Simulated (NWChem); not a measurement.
# C₃H₄F₂Si; SMILES C#C[Si@@H](F)CF

```xyz
10

C     -0.7815    -2.8505    -0.1750
C     -0.3258    -1.7452     0.0528
Si     0.3153    -0.0666     0.3924
F      1.7615     0.0924    -0.3289
C     -0.8883     1.1840    -0.3433
F     -0.5342     2.4639     0.0249
H     -1.1792    -3.8304    -0.3753
H      0.5089     0.1503     1.8471
H     -0.9005     1.1060    -1.4456
H     -1.9147     0.9699     0.0083
```
Atoms are numbered in this order, from 1.

Program: NWChem. Structure relaxed at the PBE0/def2-SVP level.

**Question.** Among these, which level gives the highest value of “dipole (D)”?
A. TPSS/cc-pVDZ
B. TPSS/cc-pVTZ
C. TPSS/aug-cc-pVDZ

**Answer.** C, TPSS/aug-cc-pVDZ. Values: TPSS/cc-pVDZ 2.70; TPSS/cc-pVTZ 2.74; TPSS/aug-cc-pVDZ 2.86
